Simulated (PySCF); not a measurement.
SnS and its ions

RHF-MP2; PySCF, scalar-relativistic core potentials, basis sets Sn def2-SVP with ECP28, S def2-SVP. Neutral (RHF): singlet (closed shell), Re = 2.236 Å, ωe = 489 cm⁻¹, De = 4.51 eV.

SnS⁺ (UHF): doublet (π ↑), Re = 2.390 Å, ωe = 397 cm⁻¹, De = 2.60 eV to Sn⁺ + S. The energies at the minima are -611.00635 hartree for SnS and -610.67472 for SnS⁺.

Problem. Work out the adiabatic ionisation energy, without and with harmonic zero-point energies (1 hartree = 27.2114 eV, 1 eV = 8065.5 cm⁻¹), and the change of the bond length.

Solution. At MP2: 0.33163 hartree = 9.024 eV between the minima; the zero-point term (397.0 − 489.0)/2 cm⁻¹ = -0.006 eV makes it 9.018 eV. Re changes by +15.4 pm against the neutral. The electron leaves a π orbital, and the longer bond of the ion fits a bonding orbital, or a change in how ionic the bond is.

Correlated steps freeze 9 core orbitals. Correlated levels converge slowly with the basis: in double zeta they bind strong bonds too weakly, by up to about 1 eV, and carry superposition errors of some tenths. These are scalar-relativistic numbers at best; spin–orbit coupling would shift them, the dissociation energy most. For an ion De counts to the pair picked by the measured ionisation energies or electron affinities, which need not be the lowest pair at this level. Where the molecule has an RHF reference, its open-shell atoms are computed with UHF. States were picked by a PBE0 search and need not be the measured ground states.

Neutral and ion stand on different kinds of reference determinant, which adds to the error of the difference.
